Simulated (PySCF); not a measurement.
Compound: C₇H₂F₂N (doublet state).
Cartesian coordinates in Å at the GFN2-xTB level; atoms count from 1:
```
atom  x, y, z in Å
C1     0.129    0.781    2.029
C2     0.210    0.442    0.776
C3    -0.628   -0.552    0.020
C4    -1.661   -1.278    0.613
N5    -2.507   -1.867    1.116
C6    -0.193   -0.586   -1.264
C7     0.900    0.338   -1.415
F8     1.537    0.528   -2.568
C9     1.148    0.946   -0.231
F10    2.071    1.859    0.045
H11   -0.425    0.580    2.913
H12   -0.581   -1.193   -2.060
```

The species is `[H]/[C]=C1\C(C#N)=CC(F)=C1F` [radical].

Computed with UKS B3LYP, pcH-1 on C F H N, non-relativistic, mean-field spin-orbit, GIAO (PySCF). Geometry: GFN2-xTB; no solvent, vibrations or thermal averaging. A GFN2-xTB geometry isn't a minimum of the functional, and hyperfine couplings can be far from their values at a DFT geometry. The SCF solution wasn't tested for stability.

Question: What is the g tensor, term by term?

Answer: 
| Δg (ppm) | 1 | 2 | 3 |
| --- | --- | --- | --- |
| relativistic mass correction | -155 | -155 | -155 |
| gauge correction | 31 | 11 | -20 |
| orbital Zeeman/spin–orbit | -722 | -46 | 818 |
| total | -846 | -189 | 643 |

So g = 2.00147, 2.00213, 2.00296 and g_iso = 2.00219; the tensor is rhombic: the two nearest values differ by 44 % of g3 − g1. Axes: g1 points within 1° of the C1–H11 bond, g2 points within 1° of the C2–C3 bond and g3 is normal to the molecular plane.

Question: Average each term over the three axes. Which is largest in size?

Answer: The mass correction -155, the orbital-Zeeman/spin–orbit term 17 and the gauge correction 7 ppm, for a total of -131 ppm. The mass correction is the largest in size. The mass correction is the same along every axis, so the anisotropy comes from the other two: their spans along these axes are 52 (gauge) and 1540 ppm (orbital Zeeman/spin–orbit).

Question: What are the electron Larmor frequencies g μB B/h along the three axes at 350 mT?

Answer: 9.8046, 9.8078, 9.8119 GHz for g1, g2 and g3, a range of 7.3 MHz.

Question: In a frozen sample, at which fields do the three g values resonate at 9.5, 34, 94 and 263 GHz (hyperfine left aside), and which band first spreads them over more than twice a line width of 1.0 mT?

Answer: 
```json
{"band": "X", "GHz": "9.5", "B(g3) mT": "338.87", "B(g2) mT": "339.02", "B(g1) mT": "339.13", "spread mT": "0.25"}
{"band": "Q", "GHz": "34.0", "B(g3) mT": "1212.82", "B(g2) mT": "1213.32", "B(g1) mT": "1213.72", "spread mT": "0.90"}
{"band": "W", "GHz": "94.0", "B(g3) mT": "3353.08", "B(g2) mT": "3354.47", "B(g1) mT": "3355.57", "spread mT": "2.49"}
{"band": "J", "GHz": "263.0", "B(g3) mT": "9381.48", "B(g2) mT": "9385.38", "B(g1) mT": "9388.46", "spread mT": "6.98"}
```

The spread grows in proportion to the frequency. W band is the first where it exceeds 2.0 mT.

The Mulliken spin populations are largest on C1 (+1.08), C2 (-0.16) and C3 (+0.09). No atom but C1 exceeds +0.15. The positive populations add up to 1.23 and the negative ones to -0.23, together 2S = 1.

The HOMO–LUMO gaps are 3.54 eV among the α and 3.31 eV among the β orbitals.

Hardware: an Arm Neoverse V2 with one thread, shared host with 32 logical CPUs at a one-minute load of 13. Cost: 71 s wall (grids of density and orbitals included), 1.1 GiB resident at most.
